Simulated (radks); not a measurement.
The numbers below are computed, except where a source is named.
Task: Level of theory: scalar-relativistic Kohn-Sham, LB94 model potential, spin-unpolarised, spherical densities, finite nucleus; Fermi nuclear charge, rms radius of each element as measured or else 0.836 A^(1/3) + 0.57 fm (a radial shooting solver on a logarithmic mesh with Libxc functionals). Response by self-consistent Sternheimer equations with the Hartree and adiabatic LDA kernel, the relativistic mass of each level held fixed and spin-orbit coupling left out. For heavy and open-shell atoms this level of theory can miss by tens of per cent. Rank Ca+, Sc2+, V4+, Co8+, Fe7+, Mn6+, K, Ti3+, Cr5+ (NIST ground configurations) by static dipole polarisability, largest first.

Result: K 147.6, Ca+ 49.93, Sc2+ 4.276, Ti3+ 2.263, V4+ 1.451, Cr5+ 1.016, Mn6+ 0.7490, Fe7+ 0.5720, Co8+ 0.4483 bohr^3.
